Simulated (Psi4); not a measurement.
Dimer: HF (SMILES F) (first 2 atoms) with Cl2 (SMILES ClCl); geometry from B3LYP-D3(BJ)/def2-TZVP, rigid monomers moved along the line of their centres of mass till H2···Cl4 is 2.10 Å.
(charge 0, multiplicity 1):
```xyz
4

F      0.45494     0.38366     0.11230
H      0.33875    -0.06120     0.92007
Cl    -0.32458     0.53730     3.79302
Cl     0.08686    -1.11718     2.72214
```

These are SAPT0/jun-cc-pV(D+d)Z (Psi4 1.11) values and carry that method's errors.

Problem. Give the four SAPT terms and the total, and say what mostly holds the pair together.

Solution. electrostatics -120.0, exchange 364.7, induction -153.4, dispersion -72.2, total 19.0 meV; the largest attraction is induction.
